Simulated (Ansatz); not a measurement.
Input for Ansatz (a program for electronic structure): U-CCSD(T)/cc-pVDZ on FGeH3O (SMILES [OH][GeH2][F]), a point of a bond scan (R = 1.679 Å). The run froze 16 orbitals, filled d shells among them.

Ansatz 0.2 input:
```yaml
crystal:
  periodic: [false, false, false]
  atoms:
    - {symbol: Ge, position_ang: [-0.22747459, -0.25087345, 0.02663045]}
    - {symbol: O, position_ang: [1.45573431, -0.40020062, -0.50453156]}
    - {symbol: F, position_ang: [-0.54577123, 1.44651198, 0.30987347]}
    - {symbol: H, position_ang: [-1.17050246, -0.74089680, -1.27363602]}
    - {symbol: H, position_ang: [-0.46978155, -0.93226496, 1.38080844]}
    - {symbol: H, position_ang: [2.09980761, -0.16043852, 0.16983856]}
basis:
  gaussian:
    orbitals: cc-pVDZ
correlation: {method: ccsd_t, electrons: outside_noble_gas}
scf: {omitted_lower_state_checks: [cluster_reference]}
magnetization: {spin_polarized: true, initial_magnetization: 0}
```

The log:

```
WARN ansatz: RAYON_NUM_THREADS=1 ignored (pool sized by the plan → 1); use --threads N
Functional definition: HF
these checks for a lower state are left out or cut short: cluster_reference
integrals: 0.08 GiB planned
713 factors; integrals over basis functions are off by at most 9.6e-4 eV
mean field: 0.31 GiB planned
mean field evaluation 1: about -61261.5623 eV, gradient 2.8e1 eV
mean field evaluation 2: about -61261.5901 eV, gradient 2.8e1 eV
mean field evaluation 4: about -61264.6318 eV, gradient 1.4e0 eV
mean field evaluation 8: about -61264.6536 eV, gradient 1.6e-4 eV
mean field -61264.65363146 eV, -2251.4344942825 hartree, gradient 9.4e-6 eV, S^2 0.000000; 0 other end points of the search recorded, 0 dependent functions left out
16 core orbitals not correlated
reference -61264.65363146 eV, -2251.4344942825 hartree; 10, 10 occupied and 44, 44 virtual orbitals, 713 factors
second order -13.02886037 eV of doubles, -0.00000000 eV of singles
coupled cluster: 0.22 GiB planned
cycle   1  -13.16351830 eV  change   -1.3e-1 eV  update   9.0e-2
cycle   2  -13.49034738 eV  change   -3.3e-1 eV  update   2.7e-2
cycle   3  -13.59134182 eV  change   -1.0e-1 eV  update   1.5e-2
cycle   4  -13.58878958 eV  change    2.6e-3 eV  update   3.0e-3
cycle   5  -13.58682367 eV  change    2.0e-3 eV  update   1.3e-3
cycle   6  -13.58696064 eV  change   -1.4e-4 eV  update   4.1e-4
cycle   7  -13.58688849 eV  change    7.2e-5 eV  update   1.4e-4
cycle   8  -13.58686407 eV  change    2.4e-5 eV  update   4.1e-5
cycle   9  -13.58687193 eV  change   -7.9e-6 eV  update   1.4e-5
perturbative correction -0.25774709 eV, -0.0094720309 hartree
Total energy: -61278.49825049 eV, -2251.9432746475 hartree
Checks for a lower state left out: cluster_reference
```

Self-consistency was reached.

Cost: very roughly 6 core-seconds.
